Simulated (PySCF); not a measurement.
Shifts of the heteroatoms

Molfile (atoms numbered from 1):
```
C3H9ClSi3
     RDKit          3D

 16 16  0  0  0  0  0  0  0  0999 V2000
   -2.7114    0.9393   -0.2471 C   0  0  0  0  0  0  0  0  0  0  0  0
   -1.5167    0.4238   -0.0119 C   0  0  0  0  0  0  0  0  0  0  0  0
   -0.2619    0.7535   -0.7933 C   0  0  0  0  0  0  0  0  0  0  0  0
    0.8577   -0.7409   -0.2796 Si  0  0  1  0  0  4  0  0  0  0  0  0
    3.0270   -0.2153    0.3268 Si  0  0  0  0  0  4  0  0  0  0  0  0
   -0.9638   -0.9507    1.1853 Si  0  0  2  0  0  4  0  0  0  0  0  0
   -2.2001   -2.5659    1.2035 Cl  0  0  0  0  0  0  0  0  0  0  0  0
   -2.8838    1.6718   -1.0231 H   0  0  0  0  0  0  0  0  0  0  0  0
   -3.5763    0.6497    0.3271 H   0  0  0  0  0  0  0  0  0  0  0  0
    0.1434    1.7081   -0.4502 H   0  0  0  0  0  0  0  0  0  0  0  0
   -0.4651    0.8724   -1.8568 H   0  0  0  0  0  0  0  0  0  0  0  0
    0.8298   -1.7182   -1.3908 H   0  0  0  0  0  0  0  0  0  0  0  0
    3.0829    0.8743    1.3042 H   0  0  0  0  0  0  0  0  0  0  0  0
    3.8679    0.1911   -0.8014 H   0  0  0  0  0  0  0  0  0  0  0  0
    3.6784   -1.3746    0.9392 H   0  0  0  0  0  0  0  0  0  0  0  0
   -0.9157   -0.5093    2.5834 H   0  0  0  0  0  0  0  0  0  0  0  0
  1  2  2  0
  2  3  1  0
  3  4  1  0
  4  5  1  0
  4  6  1  0
  6  7  1  0
  6  2  1  0
  1  8  1  0
  1  9  1  0
  3 10  1  0
  3 11  1  0
  4 12  1  6
  5 13  1  0
  5 14  1  0
  5 15  1  0
  6 16  1  1
M  END
```

All values are calculated (PySCF 2.14): σ from GIAO-PBE0/pcSseg-1, coordinates at the GFN2-xTB level. One conformer, in vacuum, rapidly exchanging positions averaged, no relativistic terms.

What are the 29Si shifts?

Results:


```
atoms                                           environment  σ (ppm)  δ (ppm)
  Si6  silicon bonded to C, Cl, Si, H, in a 4-membered ring    346.8     -5.1
  Si4    silicon bonded to C, 2 Si, H, in a 4-membered ring    406.4    -54.1
  Si5                             silicon bonded to Si, 3 H    465.0   -102.3
```

Shieldings were converted by a linear fit to measured shifts: 29Si (scatter 8.9 ppm rms, 25.8 ppm with the 6 outliers that the fit left out vs TMS, solution or neat liquid). Occasional misses reach two or three times the rms, and more in compound classes unlike the fitted ones.

On a 400 MHz spectrometer 29Si resonates near 79.5 MHz, so 1 ppm is 79.5 Hz.
